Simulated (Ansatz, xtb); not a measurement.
Two structures of FGeH5Si2

Structure I is a singlet given by its coordinates and structure II is `F[SiH2][Ge][SiH3]`, a singlet. Both are isolated molecules in the gas phase, relaxed with PBE0-D3(BJ)/pcseg-1; the shapes shown needn't be the lowest conformers.

I (Å):

```tsv
atom	x (Å)	y (Å)	z (Å)
F	-1.7363	-4.1051	2.8825
Ge	-0.7047	-0.9431	1.9682
Si	-1.2353	-3.1018	1.6962
Si	0.5824	-0.5314	-0.0045
H	-1.9248	-3.5749	0.4584
H	0.1321	-0.7645	3.2544
H	2.0213	-0.9025	0.1304
H	0.4964	0.9202	-0.3420
H	-0.0294	-1.3123	-1.1217
```

Close contacts (Å): F1–Si3 1.63, Ge2–Si3 2.24, Ge2–Si4 2.39, Ge2–H6 1.54, Si3–H5 1.49, Si4–H7 1.49, Si4–H8 1.49, Si4–H9 1.49.

II (Å):

```xyz
9

F    -2.8451   -0.3351    1.2322
Ge   -0.9845   -0.0731   -1.6613
Si   -1.6974    0.6230    0.5513
Si    0.7592    1.6295   -1.3912
H    -0.5808    0.7045    1.5422
H    -2.3058    1.9823    0.3856
H     0.5760    2.6492   -0.3087
H     1.9564    0.7985   -1.0350
H     1.0451    2.3442   -2.6707
```

Energies in hartree; the thermal terms are from PBE0-D3(BJ)/pcseg-1 harmonic frequencies (ideal gas, rigid rotor, one conformer each, 200 K, 1 atm) and include the zero-point energy:

```
                               I            II
E, CCSD(T)/def2-SVP  −2755.718688  −2755.722445
    E, MP2/def2-SVP  −2755.658450  −2755.660069
  E, MP2/def2-TZVPP  −2756.401364  −2756.403108
  zero-point energy      0.043827      0.044165
       H(200 K) − E      0.048668      0.049121
       G(200 K) − E      0.023459      0.023669
```

**Question.** Correct the CCSD(T) difference for the basis set by the MP2 change, then work out ΔE, ΔE₀, ΔH and ΔG for I → II in kcal/mol (1 Eh = 627.51 kcal/mol) and the equilibrium ratio [II]/[I].

**Answer.** 1. Differences II − I: CCSD(T) −0.003757, MP2 in the small set −0.001619, MP2 in the large set −0.001744 Eh.
2. ΔE = −0.003757 + (−0.001744 − (−0.001619)) = −0.003882 Eh = −2.44 kcal/mol.
3. ΔE₀ = ΔE + ΔZPE = −0.003882 + (+0.000338) Eh = −2.22 kcal/mol.
4. ΔH = ΔE + (+0.000453) Eh = −2.15 kcal/mol.
5. ΔG = ΔE + (+0.000210) Eh = −2.30 kcal/mol, so ΔS = (ΔH − ΔG)/T = +3.2 J/(mol K).
6. kT = 0.6334 mEh, so K = [II]/[I] = exp(−ΔG/kT) = exp(+5.80) ≈ 330.

Structure II is favoured at this temperature. An error of 1 kcal/mol in ΔG would change K by a factor of 12. Mirror images and further conformers aren't counted.

Other levels gave ΔE = −5.0 (PBE0-D3(BJ)/pcseg-1); −13.2 (HF/def2-SVP); −1.0 (MP2/def2-SVP); −2.4 (CCSD(T)/def2-SVP) kcal/mol. The correlated steps freeze 20 core orbitals; the filled d shell of Ge is correlated, in a basis made for valence electrons. Programs: Ansatz 0.2.0.
